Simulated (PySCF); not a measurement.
A calculated (TPSS, PySCF 2.14, cc-pVTZ-DK, the spin-free X2C one-electron Hamiltonian (Gaussian nucleus)) atom or ion has these occupied shells.

```
shell  electrons  orbital energy (eV)  rms radius, mean of both spins (bohr)
   1s          2              -3129.0                                 0.0991
   2s          2              -298.91                                  0.450
   2p          6              -230.61                                  0.420
   3s          2              -24.684                                   1.52
   3p          6              -10.342                                   1.81
```

(1) Name the element and its charge.

## Answers

(1) Ar (argon, neutral), in [Ar], closed-shell 1S.
